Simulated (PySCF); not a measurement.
C₂H₇BOS, SMILES CSB(C)O.

The structure is a stationary point at PBE0-D3(BJ)/def2-SVP. Other conformers were not sampled.

Level of theory: PBE0-D3(BJ)/def2-SVP in PySCF.

Frequencies are harmonic and unscaled.

```tsv
mode	ν (cm⁻¹)	IR (km/mol)	moving atoms (share of kinetic energy)
1	41	0.0	H 96 %
2	72	1.3	H 87 %
3	131	3.9	H 36 %, C 35 %, S 22 %
4	176	2.4	C 41 %, H 26 %, O 21 %, S 8 %
5	297	0.7	C 32 %, H 29 %, O 21 %, S 14 %
6	405	6.9	O 30 %, C 22 %, S 22 %, H 16 %, B 9 %
7	444	0.1	B 57 %, H 33 %
8	539	97.2	H 90 %, O 10 %
9	608	12.8	S 28 %, C 22 %, H 21 %, O 17 %, B 11 %
10	746	0.9	C 56 %, S 33 %, H 10 %
11	853	1.4	H 65 %, C 24 %, O 10 %
12	868	24.7	H 54 %, B 24 %, C 20 %
13	940	158.5	H 58 %, B 21 %, O 10 %, C 9 %
14	963	6.5	H 83 %, C 15 %
15	978	4.7	H 78 %, C 18 %
16	1197	156.1	H 47 %, B 43 %
17	1303	125.2	H 61 %, B 18 %, C 16 %
18	1332	11.2	H 80 %, C 17 %
19	1394	170.9	B 50 %, H 22 %, O 16 %, C 12 %
20	1437	4.3	H 91 %
21	1440	4.6	H 96 %
22	1443	9.6	H 96 %
23	1449	26.6	H 92 %
24	3046	4.1	H 97 %
25	3078	18.8	H 98 %
26	3128	6.2	H 91 %, C 9 %
27	3167	5.2	H 91 %, C 9 %
28	3194	2.6	H 90 %, C 10 %
29	3197	2.4	H 90 %, C 10 %
30	3903	78.5	H 94 %
```
